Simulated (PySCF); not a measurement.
hydronium (H3O), SMILES [OH3+], charge +1.

Geometry: PBE0-D3(BJ)/def2-TZVPD.

The numbers are results of M06-2X/def2-TZVPD (PySCF), not measurements.

**Question.** Estimate the frontier levels, gap, dipole moment and polarisability. (An estimate is asked for; the answer gives what the named calculation found.)

**Answer.** 
```yaml
highest_occupied_level: -22.72 eV
lowest_empty_level: -6.57 eV
orbital_gap: 16.15 eV
dipole_moment_about_the_centre_of_nuclear_charge: 1.45 D
mean_static_polarisability: 6.5 bohr³ (0.96 Å³)
polarisability_principal_values: 5.6, 6.9, 6.9 bohr³
```
